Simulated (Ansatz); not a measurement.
Consider the ligand exchange at the Si–O bond: `O=C([SeH])O[SiH3]` + `C=C=C(O)Cl` → `C=C=C(Cl)O[SiH3]` + `O=C(O)[SeH]`.

Program: Ansatz. Geometries: PBE0-D4/def2-TZVP. ΔE: electronic, gas phase. CBS: MP2 limit from def2 TZ/QZ plus the TZ coupled-cluster correction, frozen cores. DFT in def2-TZVPP. For Se outer-core shells are correlated without core-valence functions, which leaves a few kJ/mol of doubt a bond. Scalar relativity is left out up to krypton. One conformer a species, not always the lowest.

| level | ΔE (kcal/mol) |
| --- | --- |
| r2SCAN-D4 | -1.3 |
| r2SCAN | -1.2 |
| SCS-MP2/def2-TZVPP | -1.2 |
| CCSD(T)/def2-TZVPP | -0.8 |
| HF/def2-QZVPP | -0.8 |
| SCS-MP2/def2-QZVPP | -1.2 |
| MP2/CBS(def2) | -1.4 |
| CCSD/CBS(def2) | -0.9 |

Q: What does CCSD(T)/CBS give? (Best estimate.)

A: Ansatz gave: -0.9 kcal/mol. The listed levels differ from it by -0.4, -0.3, -0.3, 0.1, 0.1, -0.3, -0.5, 0.0 kcal/mol.

Largest T1 diagnostic among the species: 0.014.
